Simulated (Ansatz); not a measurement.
CF3O3S (SMILES O=S(=O)([O-])C(F)(F)F), charge -1, singlet, geometry from GFN2-xTB (a gas-phase anion, which may not be bound at this level); Ansatz (a first-principles code) with B3LYP/6-31G.

Input for Ansatz:
Ansatz 0.2 input:
```yaml
crystal:
  periodic: [false, false, false]
  atoms:
    - {symbol: O, position_ang: [1.43759940, -0.31893974, 1.17113549]}
    - {symbol: S, position_ang: [0.92357543, -0.03591358, -0.15049648]}
    - {symbol: O, position_ang: [1.20167442, 1.28840781, -0.66027026]}
    - {symbol: O, position_ang: [1.03510126, -1.11234754, -1.10960410]}
    - {symbol: C, position_ang: [-0.92892797, 0.03612172, 0.15136868]}
    - {symbol: F, position_ang: [-1.26275110, 0.99198614, 1.03329425]}
    - {symbol: F, position_ang: [-1.40924817, -1.11942013, 0.63811600]}
    - {symbol: F, position_ang: [-1.61673848, 0.29420318, -0.97256107]}
basis:
  gaussian:
    orbitals: 6-31G
hamiltonian:
  xc: b3lyp
total_charge: -1
```

Output, abridged:

```
Functional definition: B3LYP
726 factors; integrals over basis functions are off by at most 1.3e-4 eV
mean field evaluation 1: about -26136.7331 eV, gradient 8.4e1 eV
mean field evaluation 2: about -26097.4239 eV, gradient 1.6e2 eV
mean field evaluation 4: about -26151.5072 eV, gradient 6.3e0 eV
mean field evaluation 8: about -26151.8039 eV, gradient 4.7e-1 eV
mean field evaluation 16: about -26151.8043 eV, gradient 3.1e-5 eV
mean field -26151.80429182 eV, -961.0610813946 hartree, gradient 3.1e-5 eV, S^2 0.000000; 0 other end points of the search recorded, 0 dependent functions left out
reference -26151.80445237 eV, -961.0610872948 hartree; 37, 37 occupied and 39, 39 virtual orbitals, 726 factors
Total energy: -26151.80445237 eV, -961.0610872948 hartree
```
